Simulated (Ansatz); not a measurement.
A structure relaxed at PBE0-D4/def2-SVP in Ansatz, charge 0, singlet:

```csv
atom,x (Å),y (Å),z (Å)
Sn1,0.8217,1.2379,-1.8146
Sn2,1.4599,0.2293,0.8035
Sn3,-1.4621,-0.1893,-0.8031
Sn4,-0.8124,-1.2137,1.7956
Cl5,-1.9989,-0.4792,3.7330
Cl6,1.9934,0.4015,-3.7204
Cl7,3.5238,0.5076,1.9294
Cl8,-3.5252,-0.4941,-1.9233
```

Task: Give its formula and point group.

Result: the cluster Sn4Cl4. Point group C2h (tolerance 0.1 Å).

Task: Summarise the bond lengths by kind (pairs closer than 1.2 times the sum of covalent radii, bridged metal pairs left out).

Result: 4 × Sn–Sn 2.87 to 2.88 Å; 4 × Cl–Sn 2.37 to 2.39 Å.

In the def2 sets Sn takes a core potential; there is no spin–orbit coupling. The restricted singlet is unstable towards broken spin symmetry in Hartree–Fock (as tested in another run); at PBE0-D4/def2-SVP this wasn't settled. Another isomer (singlet) lies 1.48 eV lower at PBE0-D4/def2-TZVP; other spin states weren't run for this one.
